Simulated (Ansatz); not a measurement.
Sen (charge +1): PBE-D4/def2-SVP single points in Ansatz on relaxed structures, gas phase. Each cluster is the lowest isomer that a short search found in that spin, judged at the geometry's level, and lower ones may exist. HOMO and LUMO are taken over both spins. The structures are stationary points that may keep the symmetry of their start.

```
species  atoms    state            geometry  HOMO (eV)  LUMO (eV)  gap (eV)  point group (within 0.1 Å)
   Se5⁺      5  doublet  r2SCAN-D4/def2-SVP     -10.60     -10.11      0.48                           –
   Se6⁺      6  doublet    PBE0-D4/def2-SVP      -9.95      -9.50      0.44                         C2v
```

Q: Estimate the rows for Se3⁺ (doublet, r2SCAN-D4/def2-TZVP geometry).

A: 
```
species  atoms    state             geometry  HOMO (eV)  LUMO (eV)  gap (eV)  point group (within 0.1 Å)
   Se3⁺      3  doublet  r2SCAN-D4/def2-TZVP     -11.28     -11.12      0.16                         C2v
```

The gap (eV) runs from 0.16 (Se3⁺) to 0.48 (Se5⁺).
